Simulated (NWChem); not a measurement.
Molecule: C₄H₇F; SMILES [C@H]1([C@@H](C)C1)F

Program: NWChem. Medium grid unless said otherwise, to which SCAN and Minnesota functionals are sensitive. Geometry: optimised at B3LYP/6-31G* (spherical d). B3LYP is NWChem's, with the RPA form of VWN correlation.

Task: Order these by “orbital gap (eV)”, lowest first: r2SCAN/def2-TZVP; B3LYP/def2-TZVP; PBE0/def2-TZVP; PBE/def2-TZVP; CAM-B3LYP/def2-TZVP.

Result: PBE/def2-TZVP (7.14), r2SCAN/def2-TZVP (8.09), B3LYP/def2-TZVP (8.83), PBE0/def2-TZVP (9.39), CAM-B3LYP/def2-TZVP (11.57)
